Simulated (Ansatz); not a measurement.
Geometry optimisation, RKS PBE0/def2-SVP in Ansatz.

Input file:

```yaml
crystal:
  periodic: [false, false, false]
  atoms:
    - { symbol: Ge, position_ang: [0.0, 0.0, 0.0] }
    - { symbol: Cl, position_ang: [0.0, 0.0, 2.22] }
    - { symbol: F, position_ang: [1.5842, 0.0, -0.5594] }
    - { symbol: F, position_ang: [-0.7913, 1.3709, -0.5594] }
    - { symbol: F, position_ang: [-0.7913, -1.3709, -0.5594] }
basis:
  gaussian: { orbitals: def2-SVP }
hamiltonian:
  xc: pbe0
relax:
  f_tol: 0.02
  max_steps: 40
output:
  orbitals: {}
```

Command:

```bash
$ ansatz run input.yaml --threads 1 --pin off --max-ram 2048MiB --backend cpu --events-out ev --progress --plain --runs-dir out
```

**Question.** Where does it end, and by what steps?

**Answer.** The forces met the threshold. After 3 steps the energy has fallen by 0.162 eV; Cl2 moved furthest, 0.06 Å.

```json
{"step": "0", "energy less start (eV)": "0.0000", "largest force component (eV/Å)": "2.958", "accepted": "yes"}
{"step": "1", "energy less start (eV)": "-0.1497", "largest force component (eV/Å)": "0.877", "accepted": "yes"}
{"step": "2", "energy less start (eV)": "-0.1618", "largest force component (eV/Å)": "0.069", "accepted": "yes"}
{"step": "3", "energy less start (eV)": "-0.1619", "largest force component (eV/Å)": "0.015", "accepted": "yes"}
```

```xyz
5
Properties=species:S:1:pos:R:3
Ge 0.000 0.000 0.060
Cl 0.000 0.000 2.158
F 1.589 0.000 -0.558
F -0.794 1.376 -0.559
F -0.794 -1.376 -0.559
```

Whether the end is a true minimum wasn't checked by a vibrational analysis.

Time of the run: 22 s on 1 thread of Arm Neoverse V1, with other jobs on the host, peak memory 0.2 GiB.
